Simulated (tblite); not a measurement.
Compound: C7H7ClO.
Z-matrix (Å and degrees, GFN2-xTB geometry), rows numbered from 1:
```
O 
C   1  1.3491
C   2  1.3303  1  129.08
C   3  1.5242  2  106.51  1   178.21
C   4  1.5232  3  106.19  2   -66.43
C   5  1.3274  4  106.08  3    66.63
Cl  6  1.7074  5  129.71  4  -177.07
C   6  1.5237  5  107.98  4     0.17
C   8  1.5376  2   98.81  1   145.83
H   1  0.9640  2  109.93  3  -176.52
H   3  1.0698  2  128.74  1     1.18
H   4  1.0850  3  115.92  2   163.65
H   5  1.0716  4  124.90  3  -110.74
H   8  1.0877  2  116.74  1    17.19
H   9  1.0887  4  113.25  3    62.46
H   9  1.0893  4  113.63  3  -170.92
```

Computed values, GFN2-xTB/tblite, gas phase, harmonic and unscaled. Against measured fundamentals such values can be off by several per cent, at times by over 20. One conformer, not necessarily the lowest.

Harmonic wavenumbers (cm⁻¹): 117.8, 188.0, 270.9, 297.5, 370.0, 391.1, 447.1, 501.2, 520.1, 609.1, 627.7, 741.6, 785.3, 795.1, 828.0, 918.2, 935.9, 971.5, 976.4, 1006.7, 1013.7, 1050.8, 1090.8, 1116.8, 1151.7, 1168.0, 1195.6, 1208.0, 1222.5, 1228.6, 1267.6, 1297.7, 1478.2, 1643.4, 1713.9, 2998.1, 3005.6, 3010.4, 3036.2, 3166.8, 3186.7, 3526.0.

A = 2230, B = 1240, C = 967.3 MHz; mass 142.019 u (most abundant isotopes); point group C1, symmetry number 1.

Zero-point energy?

Half the sum of the wavenumbers: 26538 cm⁻¹ = 75.88 kcal/mol.

What is S at 350 K and 1 bar for an ideal gas of classical rigid rotors and harmonic oscillators?

Translation 41.59, rotation 29.65, vibration 19.67: S = 90.9 cal/(mol K).

And Cp and H(350 K) − H(0)?

Cp = 36.97 cal/(mol K), of which vibrations give 29.02 (their classical limit is 42 R = 83.5); H(350 K) − H(0) = 7.05 kcal/mol without the zero-point energy, 4.27 from vibrations.

How do the functions run with temperature in this model?

```
 T (K)  S (cal/(mol K))  Cp (cal/(mol K))  H − H(0) (kcal/mol)  G − H(0) (kcal/mol)  ln q(vib)
    50             56.1               9.1                 0.41                -2.40       0.04
   100             63.5              12.6                 0.95                -5.40       0.32
298.15             85.4              31.7                 5.27               -20.20       2.88
373.15             93.3              39.2                 7.93               -26.90       4.17
   500            106.3              49.6                13.59               -39.57       6.55
   750            129.2              62.8                27.80               -69.09      11.46
  1000            148.4              70.8                44.58              -103.87      16.22
```

q(vib) and H(0) count from the zero-point level.

What must be added to the electronic energy to get the Gibbs energy at 350 K and 1 bar?

ZPE + [H(350 K) − H(0)] − T·S = 75.88 + 7.05 − 31.82 = 51.11 kcal/mol.

Hindered rotation and anharmonicity are outside this model. Other conformers, if any are populated, would add a mixing term that is left out. The structure is chiral; the term R ln 2 for an equal mix with its mirror image is left out.
